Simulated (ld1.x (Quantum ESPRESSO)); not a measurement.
Pseudopotential generation for Cs: ultrasoft, PBE, scalar-relativistic.

ld1.x (Quantum ESPRESSO) 7.5 input, shortened:

```
&input
   title='Cs', zed=55., rel=1, dft='PBE', iswitch=3,
   config='[Xe] 5d0 6s0 6p1'
 /
 &inputp
   pseudotype=3, tm=.true., lloc=-1, rcloc=2.45,
   nlcc=.false.,
   which_augfun='PSQ', rmatch_augfun_nc=.true.
 /
6
5S  1  0   2.00   0.00  2.25  2.50  0.0
6S  2  0   0.00   0.00  2.25  2.50  0.0
5P  2  1   6.00   0.00  3.50  4.10  0.0
6P  3  1   1.00   0.00  3.50  4.10  0.0
5D  3  2   0.00   0.00  3.05  3.55  0.0
5D  3  2   0.00   1.55  3.05  3.55  0.0
 &test
   configts(1)='5s2 5p6 5d0 6s0 6p1'
 /
```

All-electron outer shells of the reference configuration (PBE, scalar-relativistic, ld1.x):

```
shell  level (eV)  outermost node (bohr)  outermost maximum (bohr)
   4p     -162.08                   0.36                      0.67
   4d      -75.52                   0.33                      0.72
   5s      -27.99                   0.82                      1.54
   5p      -14.75                   0.89                      1.79
   6s       -2.70                   2.10                      4.56
   6p       -1.30                   2.58                      6.81
   5d       -1.11                   1.05                      3.06
```

(1) Is the overlap operator S = 1 + Σ q|β⟩⟨β| positive definite (Bessel basis up to 400 Ry)?

## Answers

(1) No: its lowest eigenvalue is -0.697, in the p channel, so the generalised eigenproblem breaks down once the basis is large enough.

Its largest configuration-test error is -126 meV (5s2 5p6 5d1 6s0 6p0). Test run stopped at test 6 of 7 (negative rho).

The ghost test of this file was not conclusive. Its overlap operator is not positive definite in a basis up to 400 Ry (lowest eigenvalue p -0.70, d -0.06), so the file is unfit for use: the generalised eigenproblem breaks down once the basis is large enough, and its test numbers describe a broken file.
